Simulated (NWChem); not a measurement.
System: C3H4F2Si; SMILES C#C[Si@@H](F)CF

```xyz
10

C     -0.8670    -2.7866    -0.1956
C     -0.3731    -1.6999     0.0418
Si     0.3268    -0.0472     0.3923
F      1.8277     0.0220    -0.2236
C     -0.7547     1.2428    -0.4561
F     -0.3632     2.5124    -0.0898
H     -1.2989    -3.7503    -0.4041
H      0.4252     0.1957     1.8525
H     -0.6909     1.1384    -1.5545
H     -1.8135     1.0886    -0.1767
```
Atoms are numbered in this order, from 1.

Level: PBE0/def2-SVP (NWChem), optimised geometry, unscaled harmonic frequencies. 

Question: List the harmonic frequencies with IR intensities, and the thermochemistry.

Answer: 
```tsv
frequency (cm⁻¹)	IR intensity (km/mol)
75	3.3
96	0.8
150	4.0
202	1.2
278	22.3
347	15.8
375	31.2
642	56.1
682	12.2
748	22.9
751	113.8
764	25.5
811	174.3
851	9.8
935	201.0
1108	77.1
1244	4.0
1316	2.4
1446	5.4
2170	62.3
2293	96.8
3045	10.6
3108	10.7
3471	52.9
```

```
Item                                                                                Value
-----------------------------------------------------------------------  ----------------
zero-point energy                                                           38.4 kcal/mol
thermal correction to the enthalpy at 298.15 K (with zero-point energy)     43.7 kcal/mol
heat capacity Cv                                                         24.8 cal/(mol K)
entropy at 298.15 K and 1 atm (symmetry number 1)                        85.8 cal/(mol K)
dipole moment                                                                      3.02 D
```

Rigid rotor and harmonic oscillator; modes under 100 cm⁻¹ make the entropy uncertain.
